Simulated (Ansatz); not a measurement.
Species, as SMILES: [SiH] (SiH), doublet.
Atoms: Si1, H2. Bonds: Si1-H2.

Basis-set convergence of the optimised Si1-H2 bond length at CCSD(T) with Ansatz (a program for electronic structure). The reference of a correlated method is not its basis-set limit, which lies further on. Cartesian d functions, on some or all atoms, in 6-31G*, 6-31+G*, 6-311G**, 6-311+G**; all else is spherical. Cores are frozen. Open shells are unrestricted. No added dispersion term, no relativity. Reference: the value in def2-QZVPPD, 1.5222 Å, itself unsure by roughly 0.0001 Å (its mean distance from pcseg-3, def2-QZVPP, cc-pV(Q+d)Z). Deviations are taken from unrounded values.

```json
[
 {"basis": "6-31G*", "functions": "21", "optimised Si1-H2 bond length (Å)": "1.5398"},
 {"basis": "6-31+G*", "functions": "25", "optimised Si1-H2 bond length (Å)": "1.5381"},
 {"basis": "def2-SVP", "functions": "23", "optimised Si1-H2 bond length (Å)": "1.5289"},
 {"basis": "def2-SVPD", "functions": "32", "optimised Si1-H2 bond length (Å)": "1.5318"},
 {"basis": "pcseg-1", "functions": "23", "optimised Si1-H2 bond length (Å)": "1.5270"},
 {"basis": "aug-pcseg-1", "functions": "36", "optimised Si1-H2 bond length (Å)": "1.5284"},
 {"basis": "cc-pV(D+d)Z", "functions": "28", "optimised Si1-H2 bond length (Å)": "1.5327"},
 {"basis": "aug-cc-pV(D+d)Z", "functions": "41", "optimised Si1-H2 bond length (Å)": "1.5355"},
 {"basis": "6-311G**", "functions": "33", "optimised Si1-H2 bond length (Å)": "1.5240"},
 {"basis": "6-311+G**", "functions": "37", "optimised Si1-H2 bond length (Å)": "1.5227"},
 {"basis": "def2-TZVP", "functions": "43", "optimised Si1-H2 bond length (Å)": "1.5240"},
 {"basis": "def2-TZVPD", "functions": "52", "optimised Si1-H2 bond length (Å)": "1.5258"},
 {"basis": "pcseg-2", "functions": "48", "optimised Si1-H2 bond length (Å)": "1.5190"},
 {"basis": "aug-pcseg-2", "functions": "73", "optimised Si1-H2 bond length (Å)": "1.5193"},
 {"basis": "cc-pV(T+d)Z", "functions": "53", "optimised Si1-H2 bond length (Å)": "1.5247"},
 {"basis": "aug-cc-pV(T+d)Z", "functions": "78", "optimised Si1-H2 bond length (Å)": "1.5252"},
 {"basis": "def2-TZVPP", "functions": "56", "optimised Si1-H2 bond length (Å)": "1.5238"},
 {"basis": "def2-TZVPPD", "functions": "65", "optimised Si1-H2 bond length (Å)": "1.5237"},
 {"basis": "def2-QZVPP", "functions": "100", "optimised Si1-H2 bond length (Å)": "1.5222"},
 {"basis": "def2-QZVPPD", "functions": "109", "optimised Si1-H2 bond length (Å)": "1.5222"}
]
```

What the diffuse functions change, pair by pair:
- 6-31G* to 6-31+G*: 4 more functions, deviation 0.0176 to 0.0159 Å
- def2-SVP to def2-SVPD: 9 more functions, deviation 0.0067 to 0.0096 Å
- pcseg-1 to aug-pcseg-1: 13 more functions, deviation 0.0048 to 0.0062 Å
- cc-pV(D+d)Z to aug-cc-pV(D+d)Z: 13 more functions, deviation 0.0105 to 0.0132 Å
- 6-311G** to 6-311+G**: 4 more functions, deviation 0.0018 to 0.0005 Å
- def2-TZVP to def2-TZVPD: 9 more functions, deviation 0.0018 to 0.0036 Å
- pcseg-2 to aug-pcseg-2: 25 more functions, deviation -0.0032 to -0.0029 Å
- cc-pV(T+d)Z to aug-cc-pV(T+d)Z: 25 more functions, deviation 0.0025 to 0.0030 Å
- def2-TZVPP to def2-TZVPPD: 9 more functions, deviation 0.0016 to 0.0015 Å
- def2-QZVPP to def2-QZVPPD: 9 more functions, deviation 0.0000 to 0.0000 Å

Leaving out the reference's own pair, they bring the value nearer the reference by more than 0.0001 Å in 3 of 9 pairs.
